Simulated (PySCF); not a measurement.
OV, SMILES [O]=[V] (connectivity only; charge and spin as stated), neutral, multiplicity 4. Geometry: B3LYP-D3(BJ)/def2-TZVPD. The multiplicity is an assumed one; other spin states were not compared.

Computed with PySCF with B3LYP-D3(BJ)/def2-TZVPD.

Harmonic wavenumbers (cm⁻¹): 1045. Rotational constants (GHz): 16.63 (linear); symmetry number 1.

Task: Work out the zero-point energy and the ideal-gas rigid-rotor harmonic-oscillator thermochemistry at 298.15 K and 1 atm.

Result: ZPE = ½ Σ hcν = ½ × 1045 cm⁻¹ = 1.49 kcal/mol. H − E(el) = 3.59 kcal/mol. Entropy in cal/(mol K): translation 38.52, rotation 13.76, vibration 0.08, spin 2.75, total 55.11. G − E(el) = -12.84 kcal/mol. Cp = 7.29 cal/(mol K).
